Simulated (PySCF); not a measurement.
A calculated (UHF, PySCF 2.14, x2c-SVPall, scalar relativity by spin-free X2C-1e) atom or ion has these occupied shells.

```csv
shell,electrons,orbital energy (eV),"rms radius, mean of both spins (bohr)"
1s α,1,-4539.1,0.0845
1s β,1,-4539.1,0.0845
2s α,1,-524.27,0.370
2s β,1,-523.93,0.370
2p α,3,-427.07,0.340
2p β,3,-426.72,0.340
3s α,1,-71.266,1.15
3s β,1,-69.800,1.15
3p α,3,-43.817,1.27
3p β,3,-41.975,1.27
3d α,1,-9.275,1.93
4s α,1,-5.917,4.23
4s β,1,-5.593,4.23
```

**Question.** Name the element and its charge.

**Answer.** Sc (scandium, neutral), in [Ar] 3d1 4s2, 2D determinant.
